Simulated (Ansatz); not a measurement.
Ansatz (a first-principles code) job for Ga(H)(SH)2 (GaH3S2), SMILES [SH][GaH][SH], PBE-D3(BJ)/def2-SVP. 

Ansatz 0.2 input:
```yaml
crystal:
  periodic: [false, false, false]
  atoms:
    - {symbol: Ga, position_ang: [-0.34936218, -0.38019051, 0.06344778]}
    - {symbol: H, position_ang: [-1.40868501, -1.53059853, 0.26028305]}
    - {symbol: S, position_ang: [1.53665709, -0.38243674, 1.23652877]}
    - {symbol: H, position_ang: [1.28058664, -1.54741223, 1.82862572]}
    - {symbol: S, position_ang: [-0.72965563, 1.25933154, -1.38429288]}
    - {symbol: H, position_ang: [-1.95369718, 0.83359977, -1.69156436]}
basis:
  gaussian:
    orbitals: def2-SVP
hamiltonian:
  xc: pbe
  dispersion: d3bj
relax: {f_tol: 0.002, max_steps: 200}
```

It prints:

```
WARN ansatz: RAYON_NUM_THREADS=1 ignored (pool sized by the plan → 1); use --threads N
Functional definition: PBE
integrals: 0.03 GiB planned
939 factors; their error is unknown
mean field: 0.19 GiB planned
mean field evaluation 1: about -74066.5390 eV, gradient 3.5e1 eV
mean field evaluation 2: about -74062.7942 eV, gradient 5.7e1 eV
mean field evaluation 4: about -74068.6432 eV, gradient 1.7e0 eV
mean field evaluation 8: about -74068.5949 eV, gradient 3.0e-2 eV
mean field -74068.59489246 eV, -2721.9706568010 hartree, gradient 1.2e-5 eV, S^2 0.000000; 0 other end points of the search recorded, 0 dependent functions left out
the calculation of the forces begins
reference -74068.59492628 eV, -2721.9706580440 hartree; 33, 33 occupied and 50, 50 virtual orbitals, 939 factors
relax step   1: F+E_penalty+E_count = -74068.72310833 eV  Δ(F+E_penalty+E_count) = +0.000e0 eV  max|allowed force component| = 9.200e-1 eV/Å  Δτ_max = 0.0000 Å  (24 SCF iters, accepted)
these checks for a lower state are left out or cut short: starts, cluster_reference, orbital_swaps, neighbouring_geometries, increment
integrals: 0.03 GiB planned
939 factors; their error is unknown
mean field: 0.19 GiB planned
mean field evaluation 16: about -74068.5735 eV, gradient 6.5e0 eV
mean field -74068.59230431 eV, -2721.9705616881 hartree, gradient 1.7e-5 eV, S^2 0.000000; 0 other end points of the search recorded, 0 dependent functions left out
the calculation of the forces begins
reference -74068.59233691 eV, -2721.9705628862 hartree; 33, 33 occupied and 50, 50 virtual orbitals, 939 factors
relax step   2: F+E_penalty+E_count = -74068.72300091 eV  Δ(F+E_penalty+E_count) = +1.074e-4 eV  max|allowed force component| = 2.292e-1 eV/Å  Δτ_max = 0.1573 Å  (27 SCF iters, rejected (line search))
these checks for a lower state are left out or cut short: starts, cluster_reference, orbital_swaps, neighbouring_geometries, increment
integrals: 0.03 GiB planned
939 factors; their error is unknown
mean field: 0.19 GiB planned
mean field -74068.63026908 eV, -2721.9719568680 hartree, gradient 5.8e-5 eV, S^2 0.000000; 0 other end points of the search recorded, 0 dependent functions left out
the calculation of the forces begins
reference -74068.63030234 eV, -2721.9719580903 hartree; 33, 33 occupied and 50, 50 virtual orbitals, 939 factors
relax step   3: F+E_penalty+E_count = -74068.75975071 eV  Δ(F+E_penalty+E_count) = -3.664e-2 eV  max|allowed force component| = 2.250e-1 eV/Å  Δτ_max = 0.0758 Å  (24 SCF iters, accepted)
these checks for a lower state are left out or cut short: starts, cluster_reference, orbital_swaps, neighbouring_geometries, increment
integrals: 0.03 GiB planned
939 factors; their error is unknown
mean field: 0.19 GiB planned
mean field evaluation 32: about -74068.6370 eV, gradient 2.5e-5 eV
mean field -74068.63699821 eV, -2721.9722041589 hartree, gradient 2.5e-5 eV, S^2 0.000000; 0 other end points of the search recorded, 0 dependent functions left out
the calculation of the forces begins
reference -74068.63703161 eV, -2721.9722053864 hartree; 33, 33 occupied and 50, 50 virtual orbitals, 939 factors
relax step   4: F+E_penalty+E_count = -74068.76644762 eV  Δ(F+E_penalty+E_count) = -6.697e-3 eV  max|allowed force component| = 4.357e-2 eV/Å  Δτ_max = 0.0464 Å  (24 SCF iters, accepted)
these checks for a lower state are left out or cut short: starts, cluster_reference, orbital_swaps, neighbouring_geometries, increment
integrals: 0.03 GiB planned
939 factors; their error is unknown
mean field: 0.19 GiB planned
mean field -74068.63819728 eV, -2721.9722482240 hartree, gradient 1.8e-5 eV, S^2 0.000000; 0 other end points of the search recorded, 0 dependent functions left out
the calculation of the forces begins
reference -74068.63823074 eV, -2721.9722494536 hartree; 33, 33 occupied and 50, 50 virtual orbitals, 939 factors
relax step   5: F+E_penalty+E_count = -74068.76781398 eV  Δ(F+E_penalty+E_count) = -1.366e-3 eV  max|allowed force component| = 4.450e-2 eV/Å  Δτ_max = 0.0182 Å  (25 SCF iters, accepted)
these checks for a lower state are left out or cut short: starts, cluster_reference, orbital_swaps, neighbouring_geometries, increment
integrals: 0.03 GiB planned
939 factors; their error is unknown
mean field: 0.19 GiB planned
mean field -74068.63862587 eV, -2721.9722639742 hartree, gradient 1.8e-5 eV, S^2 0.000000; 0 other end points of the search recorded, 0 dependent functions left out
the calculation of the forces begins
reference -74068.63865936 eV, -2721.9722652049 hartree; 33, 33 occupied and 50, 50 virtual orbitals, 939 factors
relax step   6: F+E_penalty+E_count = -74068.76855245 eV  Δ(F+E_penalty+E_count) = -7.385e-4 eV  max|allowed force component| = 1.317e-3 eV/Å  Δτ_max = 0.0191 Å  (24 SCF iters, accepted)
integrals: 0.03 GiB planned
939 factors; their error is unknown
mean field: 0.19 GiB planned
mean field -74068.63862587 eV, -2721.9722639742 hartree, gradient 1.8e-5 eV, S^2 0.000000; 1 other end points of the search recorded, 0 dependent functions left out
the calculation of the forces begins
reference -74068.63865936 eV, -2721.9722652049 hartree; 33, 33 occupied and 50, 50 virtual orbitals, 939 factors
Total energy: -74068.76858594 eV, -2721.9770399189 hartree
Atom 0 at    -0.395258    -0.426602     0.075121 Å, force    -0.000202    -0.000210     0.000043 eV/Å
Atom 1 at    -1.449502    -1.571403     0.269616 Å, force    -0.001031    -0.001083     0.000210 eV/Å
Atom 2 at     1.536491    -0.352071     1.160720 Å, force     0.001194    -0.000539     0.001252 eV/Å
Atom 3 at     1.285769    -1.508170     1.837671 Å, force     0.001201    -0.000137     0.000652 eV/Å
Atom 4 at    -0.689173     1.277360    -1.312627 Å, force    -0.000838     0.001024    -0.001317 eV/Å
Atom 5 at    -1.912484     0.833180    -1.717473 Å, force    -0.000324     0.000945    -0.000840 eV/Å
Dipole moment:    -0.292199    -0.317247     0.053927 e Å
```

Self-consistency was reached.

Cost: about 8 core-seconds (a rough figure).
